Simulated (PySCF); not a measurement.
C₂H₄Cl₂Si₂, SMILES [SiH3]C#C[SiH](Cl)Cl.

Geometry optimised at B3LYP-D3(BJ)/def2-SVP. This is a generated structure with no PubChem entry under its InChIKey; it may be hypothetical.

All values below come from B3LYP-D3(BJ)/def2-SVP (PySCF).

Frequencies are harmonic and unscaled.

A small imaginary wavenumber (i) marks a very flat motion, where grid noise or a shallow saddle decides the sign.

```json
[
 {"mode": "1", "ν (cm⁻¹)": "17i", "IR (km/mol)": "0.0", "moving atoms (share of kinetic energy)": "H 97 %"},
 {"mode": "2", "ν (cm⁻¹)": "53", "IR (km/mol)": "0.1", "moving atoms (share of kinetic energy)": "Cl 56 %, Si 25 %, C 13 %"},
 {"mode": "3", "ν (cm⁻¹)": "74", "IR (km/mol)": "0.8", "moving atoms (share of kinetic energy)": "C 41 %, Si 27 %, Cl 22 %, H 10 %"},
 {"mode": "4", "ν (cm⁻¹)": "165", "IR (km/mol)": "4.3", "moving atoms (share of kinetic energy)": "Cl 65 %, C 19 %, Si 14 %"},
 {"mode": "5", "ν (cm⁻¹)": "193", "IR (km/mol)": "3.2", "moving atoms (share of kinetic energy)": "C 63 %, Cl 20 %, H 11 %"},
 {"mode": "6", "ν (cm⁻¹)": "230", "IR (km/mol)": "7.6", "moving atoms (share of kinetic energy)": "Cl 33 %, C 33 %, Si 26 %, H 8 %"},
 {"mode": "7", "ν (cm⁻¹)": "351", "IR (km/mol)": "4.1", "moving atoms (share of kinetic energy)": "C 53 %, Si 21 %, Cl 15 %, H 10 %"},
 {"mode": "8", "ν (cm⁻¹)": "384", "IR (km/mol)": "2.5", "moving atoms (share of kinetic energy)": "C 86 %, H 8 %"},
 {"mode": "9", "ν (cm⁻¹)": "444", "IR (km/mol)": "25.2", "moving atoms (share of kinetic energy)": "Si 65 %, C 25 %"},
 {"mode": "10", "ν (cm⁻¹)": "537", "IR (km/mol)": "54.1", "moving atoms (share of kinetic energy)": "Si 52 %, Cl 40 %"},
 {"mode": "11", "ν (cm⁻¹)": "593", "IR (km/mol)": "130.3", "moving atoms (share of kinetic energy)": "Si 58 %, Cl 36 %"},
 {"mode": "12", "ν (cm⁻¹)": "684", "IR (km/mol)": "46.3", "moving atoms (share of kinetic energy)": "H 75 %, C 15 %, Si 10 %"},
 {"mode": "13", "ν (cm⁻¹)": "685", "IR (km/mol)": "41.1", "moving atoms (share of kinetic energy)": "H 75 %, C 16 %, Si 10 %"},
 {"mode": "14", "ν (cm⁻¹)": "810", "IR (km/mol)": "67.7", "moving atoms (share of kinetic energy)": "H 81 %, C 15 %"},
 {"mode": "15", "ν (cm⁻¹)": "821", "IR (km/mol)": "154.9", "moving atoms (share of kinetic energy)": "H 91 %"},
 {"mode": "16", "ν (cm⁻¹)": "824", "IR (km/mol)": "608.2", "moving atoms (share of kinetic energy)": "C 57 %, Si 34 %, H 9 %"},
 {"mode": "17", "ν (cm⁻¹)": "936", "IR (km/mol)": "247.4", "moving atoms (share of kinetic energy)": "H 91 %"},
 {"mode": "18", "ν (cm⁻¹)": "947", "IR (km/mol)": "48.8", "moving atoms (share of kinetic energy)": "H 97 %"},
 {"mode": "19", "ν (cm⁻¹)": "947", "IR (km/mol)": "48.8", "moving atoms (share of kinetic energy)": "H 97 %"},
 {"mode": "20", "ν (cm⁻¹)": "2232", "IR (km/mol)": "0.7", "moving atoms (share of kinetic energy)": "C 89 %, H 10 %"},
 {"mode": "21", "ν (cm⁻¹)": "2243", "IR (km/mol)": "88.4", "moving atoms (share of kinetic energy)": "H 89 %, C 10 %"},
 {"mode": "22", "ν (cm⁻¹)": "2245", "IR (km/mol)": "86.0", "moving atoms (share of kinetic energy)": "H 96 %"},
 {"mode": "23", "ν (cm⁻¹)": "2246", "IR (km/mol)": "83.9", "moving atoms (share of kinetic energy)": "H 96 %"},
 {"mode": "24", "ν (cm⁻¹)": "2295", "IR (km/mol)": "82.0", "moving atoms (share of kinetic energy)": "H 97 %"}
]
```
